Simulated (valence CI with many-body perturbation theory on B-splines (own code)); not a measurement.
Gd59+ in brief

Calculated by valence CI with perturbative core correlation (CI+MBPT): three valence electrons over a frozen Dirac-Fock core [He], a basis of 11 s, 11 p, 9 d, 7 f, 5 g, 2 h, 1 i functions for each j, with the one-electron correlation potential Σ1, the two-electron term Σ2, the three-electron term Σ3, Breit, model QED; selected CI, second order for the rest (own B-spline code, finite nucleus).

The last digits are not significant, and no measured levels were compared; by estimate large intervals hold to a few tenths of a per cent, small ones and those within an open d or f shell to about a per cent.

Levels are named by their leading jj configuration (3d3/2^4 stands for four electrons in 3d with j = 3/2), which in mixed levels can hold well under half, so a name can repeat and another be missing.

Rates and lifetimes use the calculated energies. Strong lines usually hold to 10 to 20 %, long lifetimes can be off by a factor of two.

Question: What is the ground level?

Answer: (2s^2 2p1/2) J=1/2, composition 100 % 2s2.2p 2P°, g = 0.629.

Question: Name the longest-lived excited levels whose lifetime is computed, and their main decay.

Answer: (2s 2p1/2 2p3/2) J=5/2 at 7624.9 × 10³ cm⁻¹ lives 162 ps, mostly by E1 to (2s^2 2p3/2) J=3/2; (2s^2 2p3/2) J=3/2 at 6127.5 × 10³ cm⁻¹ lives 126 ps, mostly by E1 to (2s 2p1/2^2) J=1/2; (2s 2p1/2^2) J=1/2 at 1717.0 × 10³ cm⁻¹ lives 61.6 ps, mostly by E1 to (2s^2 2p1/2) J=1/2.

Question: How well does LS coupling describe the low levels?

Answer: Among the lowest 20 levels the leading LS term, summed over configurations, holds 76 % on average. For single configurations the figures are 76 % in LS and 99 % in jj coupling. Terms mix most in the J = 3/2 level at 9923.9 × 10³ cm⁻¹, where the leading one holds 48 %.

Question: Among levels below 73990 × 10³ cm⁻¹, which E1 lines absorb most strongly from the ground level?

Answer: to (2s^2 3d3/2) J=3/2 at 0.1559 nm, f = 0.562; to (2s 2p1/2 3p1/2) J=3/2 at 0.1583 nm, f = 0.215; to (2s 2p1/2 3p3/2) J=3/2 at 0.1536 nm, f = 0.166.

Question: Where does the other parity begin?

Answer: At (2s 2p1/2^2) J=1/2, 1717.0 × 10³ cm⁻¹.

Question: What are the static dipole polarisabilities of the lowest levels?

Answer: (2s^2 2p1/2) J=1/2 0.000310 bohr³, of which the core gives 4.30e-07.

Question: What is the ionisation energy?

Answer: 13515 eV; NIST lists 13521 ± 7 eV (theoretical).
